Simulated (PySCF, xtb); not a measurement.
ZnI₂, SMILES [I][Zn][I].

xtb with GFN2-xTB at its own geometry gives an orbital gap of 5.18 eV and a dipole moment of 0.00 D.

Geometry: PBE-D3(BJ)/def2-SVP. The isomer is the one that the SMILES or the coordinates give; other isomers of the formula were not compared. The def2 effective core potentials stand for the cores of I; spin–orbit coupling is left out.

Problem. What does M06-2X/def2-TZVPD (PySCF) give? (An estimate is asked for; the answer gives what the named calculation found.)

Solution. gap 7.69 eV (levels -8.98 and -1.29 eV), dipole 0.00 D.
